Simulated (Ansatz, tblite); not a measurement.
Isomers of Na₈⁺ (doublet), found by a short tight-binding search and relaxed with r2SCAN/def2-SVP in Ansatz.

The xTB rows come from tblite.

Run but left out: HF/def2-SVP, HF/def2-TZVP, MP2/def2-SVP, MP2/def2-TZVP, CCSD/def2-SVP, CCSD(T)/def2-SVP (A: ⟨S²⟩ 1.36 to 1.44, where a pure state has 0.75).

Other spin states weren't relaxed.

A:

```csv
atom,x (Å),y (Å),z (Å)
Na1,0.5057,0.7151,1.9472
Na2,-1.7305,-2.1279,2.8560
Na3,3.9320,0.1277,0.5907
Na4,1.1344,-2.3870,0.4377
Na5,-1.7505,0.8518,-3.5306
Na6,-1.3627,2.8711,-0.4092
Na7,1.2711,0.6450,-1.5915
Na8,-1.9995,-0.6958,-0.3003
```

B:

```csv
atom,x (Å),y (Å),z (Å)
Na1,-0.805,-3.176,-0.313
Na2,3.210,1.691,-0.054
Na3,1.651,-0.906,-2.191
Na4,-2.520,-0.208,1.407
Na5,-0.137,2.251,2.838
Na6,-2.175,-0.642,-2.390
Na7,1.064,-0.753,1.375
Na8,-0.287,1.743,-0.673
```

C:

Cartesian coordinates in Å:
```
Na -2.4484 0.5320 -1.3965
Na 0.9911 0.7262 -0.5428
Na -1.3575 2.8729 1.2248
Na -1.1436 -0.7692 1.7994
Na -0.2982 -2.5321 -1.3000
Na 1.7003 1.2638 2.8372
Na 2.2699 -2.1460 1.2813
Na 0.2864 0.0523 -3.9034
```

D:

Cartesian coordinates in Å:
```
Na -0.9948 -2.0719 1.6593
Na -1.3843 1.6047 2.0468
Na -3.8290 -0.6072 -0.1222
Na 1.9748 -0.0288 1.2134
Na -0.6151 0.2583 -1.0882
Na 1.1583 -2.8391 -1.2166
Na 1.0843 3.2737 -0.1258
Na 2.6058 0.4103 -2.3667
```

E:

```csv
atom,x (Å),y (Å),z (Å)
Na1,-1.862,-2.737,-0.827
Na2,4.100,-0.144,-0.089
Na3,1.123,-0.968,-2.157
Na4,-1.875,-0.132,1.820
Na5,-1.809,3.517,1.102
Na6,-1.900,0.899,-1.536
Na7,1.151,-2.007,1.205
Na8,1.072,1.574,0.480
```

Task: Estimate which lies lowest at each level, and how far above it the others are (kJ/mol).

Result: 
```csv
level,A,B,C,D,E
GFN1-xTB,5.4,2.0,0.0,0.3,2.6
GFN2-xTB,2.1,11.0,12.5,11.3,0.0
PBE/def2-SVP,9.7,1.4,0.0,1.4,6.3
PBE/def2-TZVP,9.5,0.9,0.0,1.7,5.5
revPBE/def2-TZVP,8.6,1.2,0.0,1.5,5.0
r2SCAN/def2-TZVP,11.8,1.1,0.0,1.3,7.4
PBE0/def2-SVP,8.9,1.7,0.0,1.2,6.3
PBE0/def2-TZVP,8.6,1.1,0.0,1.5,5.4
BHLYP/def2-TZVP,1.7,2.8,0.0,2.0,1.3
```
Point groups (tolerance 0.1 Å): A not assigned, B C2v, C not assigned, D not assigned, E C2v. C and D have the same bonds, so they are conformers or stereoisomers. Lower isomers may exist.
